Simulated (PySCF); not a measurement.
C₄H₁₁NSSi.
Atom-mapped SMILES: `[CH3:1][S:2][Si@@H:3]1[CH2:4][CH2:5][CH2:6][NH:7]1` (hydrogens: H8, H9, H10 on C1; H11 on Si3; H12, H13 on C4; H14, H15 on C5; H16, H17 on C6; H18 on N7)

Level: CAM-B3LYP/def2-SVPD in PySCF, non-relativistic, on one gas-phase PBE0-D3(BJ)/def2-SVP geometry that isn't relaxed in the solvent. The solvent is an IEF-PCM continuum (van der Waals radii × 1.2), and excitations are vertical TDDFT with non-equilibrium linear response and a frozen core. The model holds no explicit solvent molecules, cavitation or dispersion.

Gas-phase singlets (H = HOMO, L = LUMO):

```csv
state,E (eV),λ (nm),f,leading configurations
S1,5.522,225,0.003,"H→L 73%, H-1→L 8%"
S2,6.062,205,0.005,"H-1→L 54%, H→L+1 17%"
S3,6.381,194,0.041,"H→L+1 32%, H→L+2 27%"
S4,6.539,190,0.023,"H→L+2 27%, H→L+3 27%"
S5,6.797,182,0.006,"H→L+3 25%, H-1→L+2 19%"
```

Question: How does the list change in chloroform (ε = 4.711)?

Answer: 
| state | E (eV) | λ (nm) | f | leading configurations | change by rank (eV) |
| --- | --- | --- | --- | --- | --- |
| S1 | 5.589 | 222 | 0.005 | H→L 67%, H-1→L 17% | +0.067 |
| S2 | 6.067 | 204 | 0.009 | H-1→L 49%, H→L+1 22% | +0.005 |
| S3 | 6.369 | 195 | 0.057 | H→L+1 38%, H-1→L+1 23% | -0.012 |
| S4 | 6.575 | 189 | 0.035 | H→L+3 43%, H→L+2 20% | +0.036 |
| S5 | 6.806 | 182 | 0.018 | H-1→L+1 30%, H-1→L+3 13% | +0.009 |

Question: What are the lowest 5 singlets in dichloromethane (ε = 8.93)?

Answer: 
```csv
state,E (eV),λ (nm),f,leading configurations,change by rank (eV)
S1,5.605,221,0.005,"H→L 66%, H-1→L 18%",+0.083
S2,6.071,204,0.009,"H-1→L 49%, H→L+1 23%",+0.009
S3,6.369,195,0.057,"H→L+1 40%, H-1→L+1 25%",-0.012
S4,6.586,188,0.034,"H→L+3 46%, H→L+2 19%",+0.047
S5,6.807,182,0.019,"H-1→L+1 34%, H-1→L+3 12%",+0.010
```

Question: How do the frontier levels move from gas to dichloromethane?

Answer: 
| orbital | gas (eV) | solvent (eV) | change (eV) | Löwdin shares, gas | Löwdin shares, solvent |
| --- | --- | --- | --- | --- | --- |
| LUMO+2 | 1.61 | 1.65 | +0.04 | S2 43 %, Si3 10 %, H11 7 %, H18 6 % | S2 34 %, Si3 9 %, H11 8 %, C5 7 % |
| LUMO+1 | 1.33 | 1.35 | +0.02 | S2 20 %, Si3 16 %, C1 9 %, C4 6 % | S2 43 %, Si3 15 %, C1 8 %, C6 4 % |
| LUMO | 1.04 | 1.09 | +0.05 | S2 37 %, Si3 12 %, C1 9 %, C6 5 % | S2 42 %, Si3 13 %, C1 10 %, H11 5 % |
| HOMO | -7.80 | -7.83 | -0.03 | S2 46 %, N7 18 %, Si3 8 %, C1 7 % | S2 31 %, N7 30 %, Si3 8 %, C6 7 % |
| HOMO-1 | -8.25 | -8.27 | -0.02 | N7 35 %, S2 30 %, Si3 9 %, C6 8 % | S2 42 %, N7 24 %, Si3 8 %, C1 7 % |
| HOMO-2 | -9.59 | -9.64 | -0.05 | S2 50 %, Si3 14 %, C1 9 %, C4 8 % | S2 47 %, Si3 15 %, C4 11 %, C1 9 % |
| HOMO-3 | -10.07 | -9.99 | +0.08 | C4 26 %, Si3 19 %, C5 10 %, H11 10 % | C4 22 %, Si3 18 %, S2 11 %, H11 10 % |

The HOMO–LUMO gap goes from 8.84 to 8.92 eV. Rows go by rank; for HOMO-1, HOMO, LUMO, LUMO+1 and LUMO+2 the atom shares or the degeneracy differ between the runs, so the row needn't follow one orbital.

On one thread, Arm Neoverse V1, shared host, this took 50 s of wall time. This is the whole response run at CAM-B3LYP/def2-SVPD in dichloromethane, SCF included.
